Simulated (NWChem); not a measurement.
Molecule: SbCl3; SMILES [Cl][Sb]([Cl])[Cl]

All runs: NWChem. def2 effective core potentials on Sb; no spin-orbit coupling. Each level has its own optimisation; frequencies are unscaled.

For level BLYP/def2-SVP (core potentials):

| Property | Value |
|---|---|
| r Cl–Sb (Å) | 2.417 |
| highest harmonic frequency (cm⁻¹) | 348 |
| lowest (cm⁻¹) | 105 |

### Question
What are these values for level Hartree-Fock/STO-3G (all-electron, non-relativistic)?

### Answer
| Property | Value |
|---|---|
| r Cl–Sb (Å) | 2.350 |
| highest harmonic frequency (cm⁻¹) | 446 |
| lowest (cm⁻¹) | 148 |
